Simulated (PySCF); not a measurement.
Choosing a molecule for a target property.

Each SMILES stands for a single optimised conformer of the isolated species, non-relativistic unless stated. Electronic properties by PySCF.

Dipoles, sizes and rotational constants follow the conformer. The torsions of the flexible species, by atom-mapped SMILES:
- `[CH:1]#[C:2][C@@H:3]1/[C:4](=[CH:5]\[CH3:6])[CH2:7][C@@H:8]1[C:9]([F:10])([F:11])[F:12]`: C7–C8–C9–F10 72°
- `[CH2:1]=[CH:2][C:3](=[CH2:4])[O:5][Si:6]([CH3:7])([CH3:8])[CH3:9]`: C1–C2–C3–C4 180°, C2–C3–O5–Si6 110°, C3–O5–Si6–C7 -53°
- `[CH3:1][CH2:2][Si@H:3]([CH2:4][SiH3:5])[SiH2:6][CH2:7][F:8]`: C1–C2–Si3–C4 -62°, C2–Si3–C4–Si5 171°, C2–Si3–Si6–C7 61°, Si3–Si6–C7–F8 49°
- `[CH3:1][CH2:2][O+:3]([CH3:4])[CH3:5]`: C1–C2–O3–C4 -167°

The conformers of `CO[C@@]12CCC[C@@H]1O2`, `C=CC1=C[SiH2]C/C(=C\Cl)[SiH2]1` and `CO[C@@H]1C=C(F)[C@H](C)S1(=O)=O` aren't listed.

**Question.** Wanted: HOMO–LUMO gap above 8.4 eV (PBE0/pcSseg-1) and HOMO energy below -10 eV (PBE0/pcSseg-1), at GFN2-xTB geometries. Which candidate meets both?
A. `C=CC(=C)O[Si](C)(C)C`
B. `CO[C@@H]1C=C(F)[C@H](C)S1(=O)=O`
C. `C#C[C@@H]1/C(=C\C)C[C@@H]1C(F)(F)F`
D. `CC[O+](C)C`
E. `C=CC1=C[SiH2]C/C(=C\Cl)[SiH2]1`
F. `CC[Si@H](C[SiH3])[SiH2]CF`
G. `CO[C@@]12CCC[C@@H]1O2`

**Answer.** D. Computed values:
```csv
species,HOMO–LUMO gap,HOMO energy
C=CC1=C[SiH2]C/C(=C\Cl)[SiH2]1,5.50 eV,-6.99 eV
C=CC(=C)O[Si](C)(C)C,5.86 eV,-6.58 eV
CO[C@@H]1C=C(F)[C@H](C)S1(=O)=O,6.85 eV,-7.58 eV
C#C[C@@H]1/C(=C\C)C[C@@H]1C(F)(F)F,7.14 eV,-7.22 eV
CC[Si@H](C[SiH3])[SiH2]CF,7.94 eV,-7.97 eV
CO[C@@]12CCC[C@@H]1O2,8.93 eV,-7.39 eV
CC[O+](C)C,10.87 eV,-14.94 eV
```
